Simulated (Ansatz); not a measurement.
Consider the formal exchange of groups at the In–C bond: `C[CH](F)[InH][F]` + `FC(F)Cl` → `[F][InH][Cl]` + `CC(F)C(F)F`.

Gas-phase electronic energies from Ansatz, PBE0-D4/def2-TZVP geometries. CCSD(T)/CBS adds triple-zeta CCSD(T) − MP2 to the extrapolated MP2 energy (def2 sets, frozen cores). Functionals use def2-TZVPP. HSE06 is defined as in plane-wave codes. def2 core potentials past Kr. For In outer-core shells are correlated without core-valence functions, which leaves a few kJ/mol of doubt a bond. Each species was taken in one conformer, which may not be the lowest.

```
   level  ΔE (eV)
  PBE-D4    -1.77
HSE06-D4    -1.95
```

Problem. What does CCSD(T)/CBS give? (Estimate.)

Solution. The calculation gave: -2.03 eV. The listed levels differ from it by 0.26, 0.08 eV.

Largest T1 diagnostic among the species: 0.015.

In def2-TZVPP, CCSD(T) changes the Hartree–Fock value by +0.40 eV (the triples alone add +0.06 eV) and MP2 by +0.41 eV. From BLYP to BHLYP (50 % exact exchange), in def2-TZVPP and without D4, ΔE moves by −0.38 eV.

CCSD(T)/CBS has its own doubt, a few kJ/mol and more with outer-core shells, so smaller differences from it don't rank the levels.
